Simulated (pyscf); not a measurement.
## Substitution at C: Cl⁻ + H₃C–CH(CH₃)–Br → H₃C–CH(CH₃)–Cl + Br⁻

Gas phase, singlet surface, charge -1. Bonds broken: C3–Br5. Bonds formed: Cl1–C3. Optimised with ωB97X-D3(BJ)/def2-SVPD in PySCF.

Transition state (Å):

```xyz
12

Cl     1.0538     0.0295     2.0306
C     -0.0679     0.7865    -0.6998
C     -0.6625    -0.2411     0.2163
C     -1.8356     0.1389     1.0696
Br    -2.0472    -1.4842    -1.6240
H      0.3288     1.6082    -0.0883
H      0.7419     0.3579    -1.2996
H     -0.8499     1.1714    -1.3677
H     -0.2357    -1.2303     0.2806
H     -2.1970    -0.7187     1.6469
H     -2.6447     0.5112     0.4273
H     -1.5201     0.9336     1.7591
```

One imaginary mode, 376i cm⁻¹; descent along it reached the two sides named, in the forms told below.

| bond | change | reactant side (Å) | saddle | product side |
|---|---|---|---|---|
| C3–Br5 | breaks | 1.999 | 2.6 | 3.7 |
| Cl1–C3 | forms | 3.5 | 2.512 | 1.841 |

Electronic energies relative to the separated reactants (kcal/mol):

| level | barrier | reaction energy | reverse barrier |
|---|---|---|---|
| ωB97X-D3(BJ)/def2-TZVPD | 4.4 | -8.3 | 12.6 |
| PBE/def2-TZVPD | -2.3 | -8.6 | 6.3 |
| r²SCAN/def2-TZVPD | -3.2 | -9.1 | 5.9 |
| B3LYP-D3(BJ)/def2-TZVPD | -2.3 | -8.4 | 6.1 |
| PBE0-D3(BJ)/def2-TZVPD | 0.4 | -9.1 | 9.5 |
| M06-2X/def2-TZVPD | 1.7 | -10.1 | 11.8 |
| ωB97M-D3(BJ)/def2-TZVPD | 2.6 | -9.2 | 11.8 |
| HF/def2-TZVPD | 5.7 | -11.7 | 17.4 |

With ωB97M-D3(BJ)/def2-TZVPD energies and thermal terms (ideal gas, 1 atm, RRHO with modes under 100 cm⁻¹ raised to 100, one conformer, R ln 2 for rigid chiral ones), in kcal/mol:

| T (K) | ΔH‡ | ΔG‡ | ΔH | ΔG |
|---|---|---|---|---|
| 298 | 1.9 | 8.6 | -9.0 | -8.9 |
| 600 | 1.9 | 15.5 | -9.1 | -8.9 |
| 900 | 1.7 | 22.3 | -9.1 | -8.7 |
| 1200 | 1.5 | 29.1 | -9.1 | -8.6 |

On the reactant side the descent ends in a bound adduct, 13.4 kcal/mol under the separated species and 17.7 kcal/mol under the saddle at ωB97X-D3(BJ)/def2-TZVPD. On the product side the descent ends in a bound adduct, 11.6 kcal/mol under the separated species and 24.2 kcal/mol under the saddle at ωB97X-D3(BJ)/def2-TZVPD. At PBE, r²SCAN, B3LYP-D3(BJ) the saddle lies under the separated reactants, which points to a path from their complex (located at ωB97X-D3(BJ) alone). One saddle was located; it need not be the lowest between these sides. The angle at the attacked C is 157°. Elements up to Kr have no core potential and no relativistic terms here.
